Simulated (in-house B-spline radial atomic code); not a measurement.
# RPA and G0W0 on r2SCAN: Mg

Configuration [Ne] 3s2, mean-field start r2SCAN. Computed with an all-electron radial atomic-structure program (B-spline basis): all electrons, scalar-relativistic (spin-free one-electron X2C), finite nucleus, each spin shell either full or empty, empty states to l = 9 with an (l + 1/2)⁻⁴ tail; G0W0 by contour deformation at full frequency.

Command:
```bash
python run_gw.py task.json out
```
Settings (radii: box in bohr, nucleus in fm):
```
Z                        12
electrons                12
configuration            [Ne] 3s2
hamiltonian              x2c
method                   r2scan
lmax                     9
rms_radius               3.057
spin_polarised           False
box_radius               40
intervals                74
ion_configuration        [Ne] 3s1
```

Run time, properties included: 4.1 s on 1 thread of Arm Neoverse N1, on a shared host.

Energies (hartree):

```tsv
term	value
mean-field total	-200.35433
Hartree-Fock functional on these orbitals	-199.91655
direct second order	-0.80788
second-order exchange	0.29455
SOSEX correction	0.2544
```

(1) What is the RPA correlation energy, and what remains with SOSEX?

Quasi-particle levels (eV):

| level | occupied | mean field | Σx - vxc | Σc | QP weight | G0W0 |
| --- | --- | --- | --- | --- | --- | --- |
| 3s | yes | -4.818 | -2.02 | ? | ? | ? |
| 3p | no | -1.164 | 2.81 | -1.14 | 0.872 | 0.503 |

G0W0 = mean field + (Σx - vxc) + Σc, with Σc (partial-wave tail included) taken at the quasi-particle energy. Levels of low weight are left out. An empty level above zero is unbound and depends on the box.

(2) Where does G0W0 put 3s?

(3) What does it cost to remove one electron (to [Ne] 3s1) by differences of total energies, each species on its own start (correlation terms add to the Hartree-Fock functional)?

Results:

(1) RPA gives -0.67879 hartree (-1.54 eV per electron); RPA + SOSEX gives -0.42439, and the second-order doubles -0.51333 hartree (no singles). RPA lacks exchange-type terms and so overcorrelates at short range.

(2) At -7.669 eV, with Σc = -0.83 eV and a quasi-particle weight of 0.836. The tabulated removal energy is 7.646 eV (NIST, measured); the calculation leaves out spin-orbit coupling, Breit and QED terms, and what these don't explain is the method's own error.

(3) r2SCAN 7.380 eV, Hartree-Fock functional 6.605 eV, + RPA 7.980 eV, + RPA + SOSEX 7.635 eV, + second order 8.215 eV. Tabulated: 7.646 eV (NIST, measured); the calculation leaves out spin-orbit coupling, Breit and QED terms, and what these don't explain is the method's own error.
